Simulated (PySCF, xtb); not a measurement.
BH5O4Ti, SMILES [OH][Ti]([O]B)([OH])[OH], multiplicity 1. Other conformers were not sampled.

Harmonic wavenumbers (cm⁻¹) from GFN2-xTB in xtb at its own minimum, in rising order: 31, 50, 57, 77, 137, 144, 152, 156, 205, 221, 263, 339, 352, 379, 477, 590, 630, 644, 897, 962, 1189, 1387, 2442, 2452, 3575, 3589, 3592.

### Question
What does PBE-D3(BJ)/def2-SVP in PySCF give at its own minimum? (An estimate is asked for; the answer gives what the named calculation found.)

### Answer
47, 71, 136, 146, 168, 182, 187, 200, 250, 257, 292, 430, 451, 465, 578, 733, 784, 790, 949, 1016, 1169, 1352, 2433, 2519, 3768, 3773, 3779. Paired by order, the mean absolute difference is 77 cm⁻¹ and the zero-point energies are 35.7 and 38.5 kcal/mol.
